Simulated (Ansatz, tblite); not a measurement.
Spin states of the cluster Be2O3⁻, each relaxed with r2SCAN-D4/def2-TZVPD in Ansatz. Electronic energies in the gas phase.

The xTB rows come from tblite. LC-ωPBE has ω = 0.4 bohr⁻¹. B3LYP takes the VWN-RPA correlation. Correlated methods freeze 3 core orbitals. The structure comes from a short search, and lower isomers may exist.

Doublet geometry (D∞h within 0.1 Å):

```xyz
5

Be   -0.5482   -1.0617    0.7963
Be    0.5485    1.0608   -0.7973
O    -1.0956   -2.1149    1.5898
O     1.0921    2.1181   -1.5879
O     0.0032   -0.0023   -0.0009
```

Quartet geometry (Cs within 0.1 Å):

```
atom   x (Å)   y (Å)   z (Å)
 Be1  -0.358   1.148  -0.577
 Be2   0.914  -1.123   0.635
  O3  -0.875   2.371  -1.232
  O4   0.200  -2.386   1.129
  O5   0.119  -0.010   0.045
```

⟨S²⟩: doublet 0.78 at PBE0-D4/def2-TZVPD (pure 0.75), quartet 3.76 at PBE0-D4/def2-TZVPD (pure 3.75).

Run but left out: HF/STO-3G (doublet: ⟨S²⟩ 1.38, where a pure state has 0.75).

Only these spin states were relaxed.

(1) Estimate which spin state lies lowest at each of these levels, and by how much: GFN1-xTB; GFN2-xTB; PBE-D4/def2-TZVPD; r2SCAN-D4/def2-TZVPD; B3LYP-D4/def2-TZVPD; PBE0-D4/def2-TZVPD; r2SCAN0-D4/def2-TZVPD; CAM-B3LYP-D4/def2-TZVPD; LC-ωPBE/def2-TZVPD; PBE-QIDH/def2-TZVPD.

## Answers

(1) 
| level | quartet − doublet (kJ/mol) | lowest of these | remarks |
| --- | --- | --- | --- |
| GFN1-xTB | 563.9 | doublet | – |
| GFN2-xTB | 624.3 | doublet | – |
| PBE-D4/def2-TZVPD | 351.6 | doublet | HOMO above zero (quartet) |
| r2SCAN-D4/def2-TZVPD | 319.6 | doublet | HOMO above zero (quartet) |
| B3LYP-D4/def2-TZVPD | 321.5 | doublet | HOMO above zero (quartet) |
| PBE0-D4/def2-TZVPD | 289.6 | doublet | HOMO above zero (quartet) |
| r2SCAN0-D4/def2-TZVPD | 257.0 | doublet | HOMO above zero (quartet) |
| CAM-B3LYP-D4/def2-TZVPD | 279.2 | doublet | – |
| LC-ωPBE/def2-TZVPD | 248.8 | doublet | – |
| PBE-QIDH/def2-TZVPD | 252.1 | doublet | – |

Change of the quartet − doublet gap on mixing in exact exchange, in kJ/mol: PBE to PBE0 (25 % exact exchange) -62.0; r2SCAN to r2SCAN0 (25 % exact exchange) -62.5. The xTB methods have no term that favours high spin, so they put low spin too low.
